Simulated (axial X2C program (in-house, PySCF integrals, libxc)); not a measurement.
Potential curves of ZnSi⁺, 2c

Computed with an axial X2C code built on PySCF integrals. Two-component (2c) means X2C with spin–orbit coupling and atomic mean-field two-electron Coulomb and Gaunt terms. Basis: Zn dyall-cv3z [9s10p6d3f2g], Si dyall-v3z [8s7p2d1f] (cores contracted in-house); Gaussian nuclei, density fitting, unrestricted open shells. Masses: Zn 63.929 u, Si 27.977 u.

State: Ω = 1/2 (⟨Sz⟩ = -0.50, ⟨Lz⟩ = 1.00 at PBE0). Energies in eV from the fragments at the same level (Zn + Si+). Fits are polynomials in 1 − R0/R over 0.85 to 1.23 times the lowest point R0.

```csv
R (Å),PBE0,B97-3,HF,CCSD
2.1915,-1.4369,-1.2450,,
2.2923,-1.6301,-1.4611,,
2.3679,-1.7110,-1.5580,-0.9870,-1.5113
2.4434,-1.7513,-1.6134,-1.0749,-1.5680
2.5190,-1.7609,-1.6369,-1.1262,-1.5892
2.6072,-1.7430,-1.6339,-1.1511,-1.5828
2.6953,-1.7029,-1.6071,-1.1480,-1.5519
2.8087,-1.6291,-1.5481,-1.1151,-1.4877
2.9472,-1.5194,-1.4535,-1.0465,
3.1488,-1.3441,-1.2962,-0.9180,
```

Correlated methods: 15 electrons correlated (number of frozen shells: Zn 3 s, 2 p; Si 2 s, 1 p), 219 virtual spin orbitals or spinors in MP2, 90 natural virtuals in coupled cluster.

The state is a single determinant with fixed occupations, the lowest that a limited PBE0 search found. Dissociation energies refer to the lowest single-determinant-based atoms at the same level and basis. Density functionals use the spin component along the axis (collinear). CCSD ran in a truncated set of natural virtual spinors with an MP2 remainder; without triples it tends to underbind. In 2c an atomic determinant is not the ground J level, so De misses part of the atomic spin–orbit lowering. This holds for PBE0, B97-3, CCSD. Without a current term, density functionals place determinants with orbital angular momentum somewhat too high. Some points did not converge and are left out. Coupled cluster ran on the points near the minimum only. MP2 and coupled cluster on one determinant become unreliable at the stretched end.

Q: What are Re, ωe and De at the PBE0 level?

A: At PBE0, 2c: Re = 2.509 Å, ωe ≈ 242 cm⁻¹, De = 1.76 eV to Zn + Si+; Be follows as 0.138 cm⁻¹.

Q: What are Re, ωe and De at the B97-3 level?

A: At B97-3, 2c: Re = 2.553 Å, ωe ≈ 229 cm⁻¹, De = 1.64 eV to Zn + Si+; Be follows as 0.133 cm⁻¹.

Q: Fit the HF curve near its minimum: give the equilibrium distance, the harmonic wavenumber and the well depth.

A: At HF, 2c: Re = 2.639 Å, ωe ≈ 211 cm⁻¹, De = 1.15 eV to Zn + Si+; Be follows as 0.124 cm⁻¹.

Q: Fit the CCSD curve near its minimum: give the equilibrium distance, the harmonic wavenumber and the well depth.

A: At CCSD, 2c: Re = 2.542 Å, ωe ≈ 237 cm⁻¹, De = 1.59 eV to Zn + Si+; Be follows as 0.134 cm⁻¹.
